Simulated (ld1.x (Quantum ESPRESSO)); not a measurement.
silver (Ag): one change to a TM potential, before and after

ld1.x (Quantum ESPRESSO) 7.5 input, shortened:

```
&input
   title='Ag', zed=47., rel=2, dft='PZ', iswitch=3,
   config='[Kr] 4d10 5s0 5p0', rel_dist='average'
 /
 &inputp
   pseudotype=2, tm=.true., lloc=0,
   nlcc=.true., new_core_ps=.true.
 /
3
4P  2  1   6.00   0.00  1.20  1.20  0.0
4D  3  2  10.00   0.00  1.35  1.35  0.0
4S  1  0   2.00   0.00  1.35  1.35  0.0
 &test
   configts(1)='4s2 4p6 4d10 5s0 5p0'
 /
```

Open shells are filled in proportion to 2j + 1 (rel_dist='average').

Change: wave 4s (bound): rc 1.35 bohr becomes 4s (bound): rc 1.94 bohr.

Cutoffs: the cutoffs (Ry, on a coarse ladder) from which the occupation-weighted sum of valence levels, in a spherical-Bessel basis at the reference potential, stays within 10 and 1 mRy of its value at 400 Ry; they do not see the model core or the augmentation charge, which bear on the density cutoff. Errors are all-electron minus pseudo energies relative to the spin-unpolarised reference configuration.

What does the change do?

A bound ghost appears in s, which as a rule spoils a file; the p1/2, p3/2 channel binds one level more than in the base; the number of tests that count goes from 7 to 4; of the 4 tests that both files solve, the error grows in 4 and shrinks in 0 by more than 15 % and 0.3 meV (median size 278.9 → 1595.9 meV). More of the atom is replaced by a form fitted at one configuration, so other configurations suffer.

| quantity | base | changed |
| --- | --- | --- |
| bound ghosts | none | s (extra level of the local part) |
| tests counted (converged, no solver errors) | 7 of 7 | 4 of 7 |
| error for 4s2 4p6 4d9 5s0 5p0, meV [ΔE 22.38 eV] | +13 | +91 |
| error for 4s2 4p6 4d8 5s0 5p0, meV [ΔE 58.82 eV] | +68 | +431 |
| error for 4s2 4p6 4d10 5s0.5 5p0, meV [ΔE -4.92 eV] | +490 | +2761 |
| error for 4s1 4p6 4d10 5s1 5p0, meV [ΔE 93.96 eV] | +1429 | +7173 |

Changed file: Tests not counted: 4s2 4p6 4d10 5s1 5p0 (solver errors, printed error -126 meV); 4s2 4p6 4d9 5s1 5p1 (solver errors, printed error -4.3 eV); 4s2 4p6 4d9 5s2 5p0 (solver errors, printed error -771 meV). These tests converged, but a pseudo level misses the all-electron one widely, so the file describes the atom poorly there or has found another state: 4s2 4p6 4d9 5s0 5p0: empty 5s by 6.3 eV; 4s2 4p6 4d8 5s0 5p0: empty 5s by 9.5 eV; 4s2 4p6 4d10 5s0.5 5p0: 5s by 4.9 eV; 4s1 4p6 4d10 5s1 5p0: 5s by 6.0 eV. A true bound ghost makes a file unfit for plane-wave use even where its test errors are small: the radial tests pick states by their node count and pass the ghost by. Where a test does run into it, the solver fails or the error is huge.
